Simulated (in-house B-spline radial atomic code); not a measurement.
A fraction x of an electron is removed from 2s in N3+, starting from [He] 2s2 and keeping the highest spin. Computed with an all-electron radial atomic-structure program (B-spline basis): non-relativistic LDA VWN5, spin-polarised, spherical fractional occupations, point nucleus.

| x | E(x) - E(0) (eV) | 2s down level (eV) |
| --- | --- | --- |
| 0 | 0.0000 | -67.757 |
| 0.04 | 2.7243 | -68.460 |
| 0.2 | 13.9020 | -71.257 |
| 0.34 | 24.0475 | -73.673 |
| 0.41 | 29.2464 | -74.864 |
| 0.5 | 36.0523 | -76.374 |
| 0.55 | 39.8916 | -77.198 |
| 0.63 | 46.1195 | -78.491 |
| 0.85 | 63.7600 | -81.803 |
| 0.92 | 69.5191 | -82.721 |
| 1 | 76.1649 | - |

The exact functional would give a straight line between the two integer points. Deviations E(x) - E(0) - x[E(1) - E(0)], in eV: -0.322 at x = 0.04, -1.331 at x = 0.2, -1.849 at x = 0.34, -1.981 at x = 0.41, -2.03 at x = 0.5, -1.999 at x = 0.55, -1.864 at x = 0.63, -0.98 at x = 0.85, -0.553 at x = 0.92.

The curve lies below the straight line by up to 2.03 eV (at x = 0.5): convex, the delocalisation error that favours fractional charges.

(1) How well does Slater's transition state (minus the level at half occupation) give the ionisation energy?

Answers

(1) It gives 76.374 eV against 76.165 eV from the two total energies; NIST lists 77.47 eV, ground level to ground level.
